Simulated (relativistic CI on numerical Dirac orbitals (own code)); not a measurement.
Hyperfine structure of Yb XLIX, mass number 171

Method of calculation: Dirac-Coulomb-Breit CI, separate exchange-only KLI orbitals for each configuration, model QED (radiative potential, 1s self-energy scaled to tabulated hydrogen-like ionisation energies), unscaled Slater integrals (own radial code, finite nucleus).

Configuration list (outside the closed core [Ne]): 3s²3p⁶3d⁴, 3s²3p⁵3d⁵, 3s3p⁶3d⁵, 3s²3p⁶3d³4s, 3s²3p⁶3d³4p, 3s²3p⁶3d³4d, 3s²3p⁵3d⁴4s, 3s²3p⁶3d³4f, 3s3p⁶3d⁴4s, 3p⁶3d⁵4p, 3p⁶3d⁶, 3p⁵3d⁷, 3p⁵3d⁶4s, 3p⁶3d⁵4s, 3p⁵3d⁵4s², 3s²3p⁶3d²4s², 3s²3p⁶3d4s²4p, 3s²3p⁶3d4s²4d. Double excitations out of closed p, d and f shells are left out; levels of such configurations are missing from the list, as are those of other unlisted configurations, and high levels can miss mixing partners.

Nuclear spin I = 1/2, μ = 0.4923 μN (tables of Stone and Pyykkö). The electronic factors are computed for point nuclear moments, without core polarisation or the Bohr-Weisskopf and QED corrections.

```
        Level   E (eV)  A (MHz)
3s²3p⁶3d⁴ ⁵D1   47.080    -1588
3s²3p⁶3d⁴ ³H5  110.902    47030
3s²3p⁶3d⁴ ¹I6  113.582    49840
3s²3p⁶3d⁴ ³G4  119.183    53320
```

Levels with J = 0, under 50 % of one LS term, or S terms without an open s electron are left out. Small factors come from cancelling terms and can be off by tens of per cent or more.

At this charge energies of transitions that change n are usually good to better than 1 %, and those within a shell (Δn = 0) to a few per cent.

(1) Give the hyperfine levels of 3s²3p⁶3d⁴ ³H5 relative to its centre of gravity.

Results:

(1) With K = F(F + 1) − I(I + 1) − J(J + 1), E = AK/2: F = 9/2: -141100, F = 11/2: 117600 MHz.

LS names give the leading component of a level, which can be under half, so a name can repeat, a term be missing and a line seem to break the LS rules.
